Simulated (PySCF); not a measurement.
C3, SMILES [C]=C=[C] (connectivity only; charge and spin as stated), neutral, multiplicity 1. Atoms are numbered in the order given.

```xyz
3

C      0.0000     0.0000     1.2883
C      0.0000     0.0000     0.0000
C      0.0000     0.0000    -1.2883
```
Charge 0, spin multiplicity 1.

Geometry: PBE0-D3(BJ)/def2-TZVP. The isomer is the one that the SMILES or the coordinates give; other isomers of the formula were not compared.

Method: PBE0-D3(BJ)/def2-TZVP (PySCF 2.14.0).

No scaling factor is applied to the harmonic values.

Modes within 1.5 cm⁻¹ of each other (mostly degenerate sets) share a row, with their intensities summed.

| mode | ν (cm⁻¹) | IR (km/mol) | moving atoms (share of kinetic energy) |
|---|---|---|---|
| 1–2 | 83 | 31.9 | C 100 % |
| 3 | 1249 | 0.0 | C 100 % |
| 4 | 2157 | 914.6 | C 100 % |
